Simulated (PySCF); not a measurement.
C₇H₉OP.
Atom-mapped SMILES: `[CH3:1][O:2][c:3]1[cH:4][cH:5][c:6]([CH3:7])[cH:8][p:9]1`

Geometry (GFN2-xTB, Å), atoms numbered from 1 in this order:
```
atom  x, y, z in Å
C1     3.4596   -0.6567   -0.3308
O2     2.6117    0.3369    0.1806
C3     1.2738    0.1281    0.0475
C4     0.4672    1.1355    0.5667
C5    -0.9102    1.1219    0.5384
C6    -1.6613    0.0913   -0.0246
C7    -3.1600    0.1718    0.0193
C8    -1.0504   -1.0048   -0.5970
P9     0.6485   -1.3133   -0.7281
H10    3.3140   -0.7817   -1.4104
H11    3.2791   -1.6202    0.1606
H12    4.4771   -0.3248   -0.1309
H13    0.9820    1.9738    1.0162
H14   -1.4365    1.9588    0.9759
H15   -3.5262   -0.2478    0.9570
H16   -3.6076   -0.3885   -0.7981
H17   -3.4912    1.2062   -0.0383
H18   -1.6782   -1.7800   -1.0223
```

NICS = −σ at a ghost point: NICS(0) at the centroid of the ring atoms, NICS(1) 1 Å to either side along the normal of their mean plane, zz for the tensor component along that normal. Level: GIAO PBE0/pcSseg-1 (PySCF, non-relativistic, gas phase) on the GFN2-xTB geometry, one conformer.

Ring bond lengths (Å), with Mayer bond orders in brackets: C3–C4 1.391 (1.36), C4–C5 1.378 (1.51), C5–C6 1.394 (1.34), C6–C8 1.379 (1.48), C8–P9 1.732 (1.33), P9–C3 1.752 (1.24).

**Question.** What do the NICS probes read (ppm)?

**Answer.** 
| ring | type | NICS(0) | NICS(1), two faces | NICS(1)zz, two faces | rms pucker (Å) | centre to ring atoms, mean (Å) |
| --- | --- | --- | --- | --- | --- | --- |
| C3–C4–C5–C6–C8–P9 | 6-membered ring with P; formal bonds all aromatic | -8.4 | -10.5 / -10.4 | -25.3 / -25.0 | 0.00 | 1.50 |

**Question.** What do they say, and how far can they be read as aromaticity?

**Answer.** 
- C3–C4–C5–C6–C8–P9: mean NICS(1)zz -25.1 ppm, shielded.

**Question.** How equal are the bonds by HOMA? HOMA = 1 − mean of α(R − Ropt)² over the ring bonds, with Krygowski's 1993 parameters (CC: Ropt 1.388 Å, α 257.7 Å⁻²; CP: Ropt 1.698 Å, α 118.91 Å⁻²).

**Answer.** 
- C3–C4–C5–C6–C8–P9: HOMA 0.91; the largest term is that of P9–C3, α(R − Ropt)² = 0.35.

**Question.** At the second NICS(1) probe listed for ring C3–C4–C5–C6–C8–P9, 1 Å off the ring, what do the in-plane components average?

**Answer.** The isotropic value is a third of the trace: (3 × -10.4 − (-25.0))/2 = -3.1 ppm.

**Question.** Give the inner angles of the rings and the Hirshfeld charges of the ring atoms.

**Answer.** 
- C3–C4–C5–C6–C8–P9: C3 123.6° (+0.018 e), C4 124.4° (-0.064 e), C5 123.7° (-0.044 e), C6 121.1° (+0.004 e), C8 127.4° (-0.113 e), P9 99.8° (+0.044 e); sum 720.0° against 720° for a flat convex ring.
